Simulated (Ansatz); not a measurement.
Harmonic vibrations of CuFH$_{2}$O, SMILES `[OH2+][Cu-][F]` by finite differences.

```yaml
crystal:
  periodic: [false, false, false]
  atoms:
    - {symbol: O, position_ang: [-0.782611, 0.255255, -0.512054]}
    - {symbol: Cu, position_ang: [0.739472, -0.565782, 0.333346]}
    - {symbol: F, position_ang: [2.126610, -1.315358, 1.103254]}
    - {symbol: H, position_ang: [-1.468107, 0.540556, 0.100850]}
    - {symbol: H, position_ang: [-0.565464, 1.011529, -1.066897]}
basis:
  gaussian: {orbitals: def2-TZVP}
hamiltonian: {xc: pbe0, dispersion: d4}
phonons: {temperatures: {t_min: 298.15, t_max: 900, t_step: 200}}
```

```sh
$ ansatz run in.yaml --threads 2 --pin off --events-out ev --progress --plain
```

Output, abridged:

```
Functional definition: PBE0
mean field -49429.13606812 eV, -1816.4872462315 hartree, gradient 5.3e-5 eV, S^2 0.000000; 0 other end points of the search recorded, 0 dependent functions left out
mean field -49429.13601822 eV, -1816.4872443977 hartree, gradient 2.2e-6 eV, S^2 0.000000; 0 other end points of the search recorded, 0 dependent functions left out
mean field -49429.13604142 eV, -1816.4872452504 hartree, gradient 2.2e-6 eV, S^2 0.000000; 0 other end points of the search recorded, 0 dependent functions left out
mean field -49429.13588609 eV, -1816.4872395421 hartree, gradient 2.2e-6 eV, S^2 0.000000; 0 other end points of the search recorded, 0 dependent functions left out
mean field -49429.13590861 eV, -1816.4872403697 hartree, gradient 2.2e-6 eV, S^2 0.000000; 0 other end points of the search recorded, 0 dependent functions left out
mean field -49429.13599008 eV, -1816.4872433637 hartree, gradient 2.2e-6 eV, S^2 0.000000; 0 other end points of the search recorded, 0 dependent functions left out
mean field -49429.13599552 eV, -1816.4872435636 hartree, gradient 2.2e-6 eV, S^2 0.000000; 0 other end points of the search recorded, 0 dependent functions left out
mean field -49429.13605724 eV, -1816.4872458317 hartree, gradient 2.2e-6 eV, S^2 0.000000; 0 other end points of the search recorded, 0 dependent functions left out
mean field -49429.13604483 eV, -1816.4872453756 hartree, gradient 2.2e-6 eV, S^2 0.000000; 0 other end points of the search recorded, 0 dependent functions left out
mean field -49429.13603021 eV, -1816.4872448384 hartree, gradient 2.2e-6 eV, S^2 0.000000; 0 other end points of the search recorded, 0 dependent functions left out
mean field -49429.13600308 eV, -1816.4872438414 hartree, gradient 2.2e-6 eV, S^2 0.000000; 0 other end points of the search recorded, 0 dependent functions left out
mean field -49429.13606126 eV, -1816.4872459794 hartree, gradient 2.2e-6 eV, S^2 0.000000; 0 other end points of the search recorded, 0 dependent functions left out
mean field -49429.13605889 eV, -1816.4872458923 hartree, gradient 2.2e-6 eV, S^2 0.000000; 0 other end points of the search recorded, 0 dependent functions left out
mean field -49429.13598685 eV, -1816.4872432448 hartree, gradient 2.2e-6 eV, S^2 0.000000; 0 other end points of the search recorded, 0 dependent functions left out
mean field -49429.13597908 eV, -1816.4872429593 hartree, gradient 2.2e-6 eV, S^2 0.000000; 0 other end points of the search recorded, 0 dependent functions left out
mean field -49429.13604259 eV, -1816.4872452936 hartree, gradient 2.2e-6 eV, S^2 0.000000; 0 other end points of the search recorded, 0 dependent functions left out
mean field -49429.13604584 eV, -1816.4872454130 hartree, gradient 2.2e-6 eV, S^2 0.000000; 0 other end points of the search recorded, 0 dependent functions left out
mean field -49429.13599240 eV, -1816.4872434490 hartree, gradient 2.2e-6 eV, S^2 0.000000; 0 other end points of the search recorded, 0 dependent functions left out
mean field -49429.13600179 eV, -1816.4872437939 hartree, gradient 2.2e-6 eV, S^2 0.000000; 0 other end points of the search recorded, 0 dependent functions left out
Total energy: -49429.17860906 eV, -1816.4888095824 hartree
Atom 0 at    -0.782611     0.255255    -0.512054 Å, force    -0.000257     0.003019     0.001019 eV/Å
Atom 1 at     0.739472    -0.565782     0.333346 Å, force    -0.001132    -0.002727    -0.001975 eV/Å
Atom 2 at     2.126610    -1.315358     1.103254 Å, force     0.000290     0.001630     0.000882 eV/Å
Atom 3 at    -1.468107     0.540556     0.100850 Å, force     0.001703    -0.000359    -0.001455 eV/Å
Atom 4 at    -0.565464     1.011529    -1.066897 Å, force    -0.000604    -0.001563     0.001530 eV/Å
Dipole moment:    -1.279573     0.976024    -0.595434 e Å
Vibrations: 146.02 148.68 384.99 443.57 607.64 632.76 1624.94 3815.58 3905.78 cm⁻¹, zero-point energy 0.725926 eV
```

It took 46 s on 2 threads of a server CPU on a shared host, with 0.22 GiB of host memory at the peak.
